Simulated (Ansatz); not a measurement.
A nudged elastic band was laid between two geometries of ClH3OSn (6 atoms, charge 0, multiplicity 1).

The calculation used Ansatz, RKS PBE-D4/def2-SVP.

```yaml
movable_images: 7
climbing_image: yes
spring: 5.0 eV/Å²
optimiser: quadratic models (default)
start_path: through a guess of the saddle point
force_threshold: 0.05 eV/Å
iteration_limit: 60
end_points: relaxed
```

Initial state:

```xyz
6
Properties=species:S:1:pos:R:3
Sn 0.397 -0.071 0.024
O 0.761 -0.099 1.993
H -0.078 -0.123 2.495
H 1.957 0.101 -0.670
Cl -0.887 1.871 -0.456
H -0.576 -1.414 -0.460
```

Final state:

```xyz
6
Properties=species:S:1:pos:R:3
Sn 0.491 0.415 -1.002
O 1.211 0.018 1.291
H 0.414 0.546 1.578
H 0.957 -0.905 1.494
Cl -1.280 1.448 0.432
H -0.218 -1.257 -0.865
```

(1) What changes between the two ends?

(2) Give the energies along the band, and the barrier.

(3) What is the geometry of the highest image?

Answers

(1) Bonds broken: Sn1–H4. Bonds formed: O2–H4.

(2) The run converged. The highest image is number 3 of 0 to 8, 37.4 kcal/mol above the first end and 51.0 kcal/mol above the last; the last end lies 13.6 kcal/mol below the first. Neighbouring images differ by up to 1.7 eV, so the band resolves the path poorly. A vibrational analysis at the climbing image gives one clearly imaginary mode, 1053i cm⁻¹: a first-order saddle point. The orbitals stay closed-shell, which can raise the energy where a bond breaks towards radicals; this wasn't checked here.

```tsv
image	path coordinate (Å)	energy (kcal/mol)	Sn1–H4 (Å)	O2–H4 (Å)
0	0.00	0.0	1.72	2.93
1	0.73	2.0	1.72	2.90
2	1.46	13.2	1.71	2.44
3	2.19	37.4	1.78	1.63
4	2.94	-1.8	2.35	1.00
5	3.69	-8.0	2.98	0.98
6	4.45	-8.7	3.01	0.98
7	5.20	-11.4	2.99	0.98
8	5.95	-13.6	2.86	0.98
```

(3) 
```xyz
6
Properties=species:S:1:pos:R:3:forces:R:3
Sn 0.232 -0.006 -0.337 0.01 0.01 0.01
O 0.821 0.212 1.745 -0.01 -0.01 -0.02
H 0.704 -0.616 2.261 0.00 0.01 0.00
H 1.814 0.019 0.471 -0.01 0.00 0.00
Cl -1.051 1.957 -0.785 0.00 -0.01 0.00
H -0.946 -1.301 -0.428 0.00 0.00 0.00
```

The run took 83 s on 2 threads of Arm Neoverse V1, on a shared host, peak memory 0.14 GiB.
